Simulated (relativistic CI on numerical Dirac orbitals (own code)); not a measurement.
Cs45+: sensitivity of the levels to the model

Base calculation: Dirac-Coulomb-Breit CI, orbitals from a KLI potential per configuration, model QED, unscaled Slater integrals.

Configurations in the expansion (outside the closed core 1s2): 2s2 2p6, 2s2 2p5 3s, 2s2 2p5 3p, 2s2 2p5 3d, 2s 2p6 3s, 2s 2p6 3p, 2s 2p6 3d, 2s2 2p5 4s, 2s2 2p5 4p, 2s2 2p5 4d, 2s2 2p5 4f, 2s 2p6 4s, 2s 2p6 4p, 2s2 2p4 3s2, 2s 2p6 4d, 2s 2p6 4f, 2s2 2p4 3s 3p, 2s2 2p5 5s, 2s2 2p5 5p, 2s2 2p5 5d, 2s2 2p5 5f, 2s2 2p5 5g, 2s2 2p4 3s 3d, 2s2 2p4 3p2, 2s2 2p4 3p 3d, 2s 2p5 3s2, 2s2 2p4 3d2, 2s 2p5 3s 3p, 2s 2p5 3s 3d, 2s 2p5 3p2, 2s 2p6 5s, 2s 2p6 5p, 2s 2p6 5d, 2s 2p6 5f, 2s 2p6 5g, 2s 2p5 3p 3d. Levels of other configurations are missing.

Variants: (1) QED terms removed. Shifts of the energy above 2s2 2p6 1S_0, in eV, for the lowest level and the first level of each name with at least 55 % of one term (blank where a level changes its place among those of its configuration and J or its character, or is not in the variant):

| Level | Base | Δ(1) |
| --- | --- | --- |
| 2s2 2p6 1S_0 | 0.00 | 0.00 |
| 2s2 2p5 3s 3P°_2 | 4383.62 | -1.15 |
| 2s2 2p5 3s 1P°_1 | 4389.31 | -1.16 |
| 2s2 2p5 3p 3D_3 | 4574.45 | +0.39 |
| 2s2 2p5 3p 1P_1 | 4574.45 | +0.39 |
| 2s2 2p5 3p 3P_2 | 4582.99 | +0.38 |
| 2s2 2p5 3p 1S_0 | 4619.57 | +0.38 |
| 2s2 2p5 3d 3P°_0 | 4684.15 | +0.61 |
| 2s2 2p5 3d 3P°_1 | 4690.24 | +0.60 |
| 2s2 2p5 3d 3D°_2 | 4698.12 | +0.60 |
| 2s2 2p5 3d 3F°_4 | 4712.04 | +0.54 |
| 2s2 2p5 3d 3D°_3 | 4723.53 | +0.54 |
| 2s2 2p5 3s 3P°_0 | 4746.43 | -1.74 |
| 2s2 2p5 3p 3D_1 | 4841.01 | -0.05 |
| 2s2 2p5 3p 3P_0 | 4873.48 | -0.04 |
| 2s2 2p5 3d 3F°_2 | 5055.53 | 0.00 |
| 2s 2p6 3s 3S_1 | 5066.32 | +4.54 |
| 2s 2p6 3s 1S_0 | 5085.54 | +4.62 |
| 2s 2p6 3p 3P°_0 | 5161.91 | +6.28 |
| 2s 2p6 3p 3P°_1 | 5164.02 | +6.23 |
| 2s 2p6 3p 3P°_2 | 5258.13 | +6.12 |
| 2s 2p6 3p 1P°_1 | 5262.40 | +6.13 |

At this charge energies of transitions that change n are usually good to better than 1 %, and those within a shell (Δn = 0) to a few per cent.

Ionisation energy from the two ground configurations alone: base 7988.84 eV. The NIST ASD value (theoretical) is 7989 eV.

LS names give the leading component of a level, which can be under half, so a name can repeat, a term be missing and a line seem to break the LS rules.
